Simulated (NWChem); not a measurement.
System: C₃H₅BFN; SMILES B1(C=N[C@@H]1C)F

Input file for NWChem:

```
start job
memory heap 200 mb stack 900 mb global 1100 mb
geometry units angstroms
  C      1.994385    -0.310007     0.005244
  C      0.584619    -0.621103    -0.463601
  N     -0.297179    -1.206311     0.564767
  C     -1.408226    -0.609682     0.315129
  B     -0.583293     0.469085    -0.404333
  F     -0.470413     1.748817    -0.088273
  H      1.973204     0.404943     0.824237
  H      2.571633     0.112267    -0.813486
  H      2.483264    -1.218922     0.349422
  H      0.606523    -1.310635    -1.307442
  H     -2.333013    -0.858460     0.806437
end
basis spherical
  * library def2-svp
end
dft
  xc pbe0
  iterations 150
end
driver
  maxiter 120
end
task dft optimize
task dft freq
```

Excerpt of the output:

```
             Northwest Computational Chemistry Package (NWChem) 7.3.0
             --------------------------------------------------------

 C1  symmetry detected

                             Geometry "geometry" -> ""
                             -------------------------

 Output coordinates in angstroms (scale by  1.889725989 to convert to a.u.)

  No.       Tag          Charge          X              Y              Z
 ---- ---------------- ---------- -------------- -------------- --------------
    1 C                    6.0000     0.84948283    -1.73329421     0.20084715
    2 C                    6.0000    -0.07698598    -0.74713671    -0.48703763
    3 N                    7.0000    -1.25039826    -0.33811138     0.30881333
    4 C                    6.0000    -1.32446297     0.91377350     0.02595404
    5 B                    5.0000     0.15227773     0.83222928    -0.39173688
    6 F                    9.0000     1.18346547     1.46175399     0.14742942
    7 H                    1.0000     1.24434813    -1.30614290     1.11952817
    8 H                    1.0000     1.67992750    -1.98032567    -0.45580079
    9 H                    1.0000     0.30968973    -2.64568455     0.44529536
   10 H                    1.0000    -0.44566105    -1.16081024    -1.42562950
   11 H                    1.0000    -2.13629770     1.54275529     0.34815168

 Effective nuclear repulsion energy (a.u.)     210.3628587389

                                Z-matrix (autoz)
                                --------

 Units are Angstrom for bonds and degrees for angles

      Type          Name      I     J     K     L     M      Value
      ----------- --------  ----- ----- ----- ----- ----- ----------
    1 Stretch                  1     2                       1.51791
    2 Stretch                  1     7                       1.08736
    3 Stretch                  1     8                       1.08713
    4 Stretch                  1     9                       1.08793
    5 Stretch                  2     3                       1.47566
    6 Stretch                  2     5                       1.59876
    7 Stretch                  2    10                       1.08995
    8 Stretch                  3     4                       1.28558
    9 Stretch                  4     5                       1.53684
   10 Stretch                  4    11                       1.07634
   11 Stretch                  5     6                       1.32301
   12 Bend                     1     2     3               114.89874
   13 Bend                     1     2     5               121.82060
   14 Bend                     1     2    10               110.49489
   15 Bend                     2     1     7               110.44509
   16 Bend                     2     1     8               109.88577
   17 Bend                     2     1     9               110.11113
   18 Bend                     2     3     4               101.36537
   19 Bend                     2     5     4                86.03333
   20 Bend                     2     5     6               127.30937
   21 Bend                     3     2     5                78.93413
   22 Bend                     3     2    10               107.49693
   23 Bend                     3     4     5                87.29300
   24 Bend                     3     4    11               123.13726
   25 Bend                     4     5     6               127.80227
   26 Bend                     5     2    10               118.34400
   27 Bend                     5     4    11               146.83769
   28 Bend                     7     1     8               108.79517
   29 Bend                     7     1     9               108.65036
   30 Bend                     8     1     9               108.91498
   31 Torsion                  1     2     3     4         140.33657
   32 Torsion                  1     2     5     4        -129.07091
   33 Torsion                  1     2     5     6           6.95358
   34 Torsion                  2     3     4     5         -20.70284
   35 Torsion                  2     3     4    11         173.37520
   36 Torsion                  2     5     4     3          18.70348
   37 Torsion                  2     5     4    11         176.84253
   38 Torsion                  3     2     1     7         -60.16438
   39 Torsion                  3     2     1     8         179.80303
   40 Torsion                  3     2     1     9          59.83274
   41 Torsion                  3     2     5     4         -16.51935
   42 Torsion                  3     2     5     6         119.50514
   43 Torsion                  3     4     5     6        -116.95299
   44 Torsion                  4     3     2     5          20.23556
   45 Torsion                  4     3     2    10         -96.22450
   46 Torsion                  4     5     2    10          87.51961
   47 Torsion                  5     2     1     7          32.06995
   48 Torsion                  5     2     1     8         -87.96264
   49 Torsion                  5     2     1     9         152.06707
   50 Torsion                  6     5     2    10        -136.45590
   51 Torsion                  6     5     4    11          41.18606
   52 Torsion                  7     1     2    10         178.00867
   53 Torsion                  8     1     2    10          57.97608
   54 Torsion                  9     1     2    10         -61.99422

                           NWChem Geometry Optimization
                           ----------------------------

[...]

      ----------------------
      Optimization converged
      ----------------------

  Step       Energy      Delta E   Gmax     Grms     Xrms     Xmax
  ---- ---------------- -------- -------- -------- -------- --------
@   15    -296.21855274 -1.8D-07  0.00003  0.00001  0.00073  0.00164
                                     ok       ok       ok       ok

                                Z-matrix (autoz)
                                --------

 Units are Angstrom for bonds and degrees for angles

[...]

 Rotational Constants
 --------------------
 A=   0.168070 cm-1  (  0.241809 K)
 B=   0.124210 cm-1  (  0.178707 K)
 C=   0.077332 cm-1  (  0.111260 K)

 Temperature                      =   298.15K
 frequency scaling parameter      =   1.0000

 Zero-Point correction to Energy  =   51.649 kcal/mol  (  0.082308 au)
 Thermal correction to Energy     =   55.445 kcal/mol  (  0.088357 au)
 Thermal correction to Enthalpy   =   56.037 kcal/mol  (  0.089301 au)

 Total Entropy                    =   77.367 cal/mol-K
   - Translational                =   39.218 cal/mol-K (mol. weight =  85.0499)
   - Rotational                   =   26.393 cal/mol-K (symmetry #  =        1)
   - Vibrational                  =   11.756 cal/mol-K

 Cv (constant volume heat capacity) =   20.517 cal/mol-K
   - Translational                  =    2.979 cal/mol-K
   - Rotational                     =    2.979 cal/mol-K
   - Vibrational                    =   14.558 cal/mol-K

[normal modes left out]

 ----------------------------------------------------------------------------
 Normal Eigenvalue ||           Projected Infra Red Intensities
  Mode   [cm**-1]  || [atomic units] [(debye/angs)**2] [(KM/mol)] [arbitrary]
 ------ ---------- || -------------- ----------------- ---------- -----------
    1       -0.000 ||    0.000026           0.001         0.025       0.013
    2        0.000 ||    0.000135           0.003         0.132       0.068
    3        0.000 ||    0.000160           0.004         0.156       0.081
    4        0.000 ||    0.000001           0.000         0.001       0.000
    5        0.000 ||    0.000021           0.000         0.020       0.010
    6        0.000 ||    0.000049           0.001         0.048       0.025
    7       99.421 ||    0.010364           0.239        10.103       5.213
    8      184.760 ||    0.001651           0.038         1.609       0.830
    9      201.228 ||    0.001088           0.025         1.061       0.547
   10      333.476 ||    0.004324           0.100         4.215       2.175
   11      446.401 ||    0.014439           0.333        14.075       7.262
   12      583.246 ||    0.003145           0.073         3.066       1.582
   13      655.270 ||    0.010180           0.235         9.924       5.120
   14      786.277 ||    0.038421           0.886        37.455      19.324
   15      829.148 ||    0.007513           0.173         7.324       3.778
   16      910.360 ||    0.011831           0.273        11.534       5.950
   17      990.789 ||    0.042272           0.975        41.209      21.261
   18     1029.570 ||    0.030208           0.697        29.449      15.193
   19     1078.803 ||    0.005812           0.134         5.665       2.923
   20     1141.824 ||    0.006875           0.159         6.702       3.458
   21     1205.396 ||    0.021155           0.488        20.623      10.640
   22     1262.511 ||    0.018961           0.437        18.484       9.536
   23     1332.135 ||    0.021775           0.502        21.227      10.952
   24     1391.409 ||    0.005889           0.136         5.741       2.962
   25     1449.983 ||    0.057000           1.315        55.567      28.668
   26     1471.039 ||    0.006028           0.139         5.876       3.032
   27     1482.432 ||    0.273478           6.309       266.600     137.546
   28     1617.130 ||    0.005998           0.138         5.847       3.017
   29     3057.186 ||    0.017251           0.398        16.817       8.676
   30     3106.371 ||    0.004284           0.099         4.176       2.155
   31     3150.989 ||    0.014103           0.325        13.748       7.093
   32     3160.241 ||    0.010475           0.242        10.211       5.268
   33     3188.990 ||    0.011218           0.259        10.936       5.642
 ----------------------------------------------------------------------------
```

Level: PBE0/def2-SVP.
